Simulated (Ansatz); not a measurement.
tellurium atom (Te), triplet (all electrons, no relativity). Base run: B3LYP/STO-3G in Ansatz (a first-principles code).

Input for Ansatz:
Ansatz 0.2 input:
```yaml
crystal:
  periodic: [false, false, false]
  atoms:
    - {symbol: Te, position_ang: [0.00000000, 0.00000000, 0.00000000]}
basis:
  gaussian:
    orbitals: STO-3G
hamiltonian:
  xc: b3lyp
magnetization: {spin_polarized: true, initial_magnetization: 2}
```

The base run was repeated with changes; each row names its change, and settings that it needs were set with it.

```json
[
 {"change": "base", "ΔE vs base (mEh)": "0.000"},
 {"change": "final_grid = 4, 8, 17", "ΔE vs base (mEh)": "-0.505"},
 {"change": "lower_state_search = off", "ΔE vs base (mEh)": "0.000"},
 {"change": "point_charge = charge:1.0 position_ang:2.4751, 0.014, -1.6953", "ΔE vs base (mEh)": "-14.517"},
 {"change": "point_charge = charge:-1.0 position_ang:1.8611, 0.6316, 2.2666", "ΔE vs base (mEh)": "-12.896"},
 {"change": "point_charge = charge:0.5 position_ang:-0.4048, 0.7965, 2.8639", "ΔE vs base (mEh)": "-7.258"},
 {"change": "lower_state_search = light", "ΔE vs base (mEh)": "0.000"},
 {"change": "accuracy = high", "ΔE vs base (mEh)": "0.000"},
 {"change": "final_grid = 10, 20, 41", "ΔE vs base (mEh)": "0.000"},
 {"change": "lower_state_search = full", "ΔE vs base (mEh)": "0.000"}
]
```
